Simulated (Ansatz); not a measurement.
Al₃Ni (the lowest doublet isomer of a short search). The state is a doublet with charge 0. Geometry r2SCAN-D4/def2-SVP, basis def2-TZVP, Ansatz.

```xyz
4

Ni   -0.648    0.447   -0.907
Al    1.429   -0.280   -0.629
Al   -0.005    1.145    1.097
Al   -0.775   -1.312    0.439
```

| run | HOMO (eV) | LUMO (eV) |
| --- | --- | --- |
| A | -6.40 | -0.87 |
| B | -4.12 | -3.23 |
| C | -3.90 | -3.31 |
| D | -4.89 | -2.63 |
| E | -4.71 | -2.66 |

The structure comes from a short search, and lower isomers may exist.

HOMO and LUMO are taken over both spins.

Q: The runs used PBE, PBE0, r2SCAN, r2SCAN0, ωB97X-V. Estimate which is which.

A: A ωB97X-V (range-separated); B r2SCAN (0 % exact exchange); C PBE (0 % exact exchange); D r2SCAN0 (25 % exact exchange); E PBE0 (25 % exact exchange). Exact exchange lowers occupied and raises empty levels; among semilocal functionals meta-GGAs tend to open the gap a little, and such runs are hard to tell apart. The gap grows from 0.59 eV (PBE) to 5.53 eV (ωB97X-V). At r2SCAN0-D4/def2-TZVP the charge 0 doublet is spin-contaminated (final ⟨S²⟩ up to 0.85, 0.75 for a pure state).
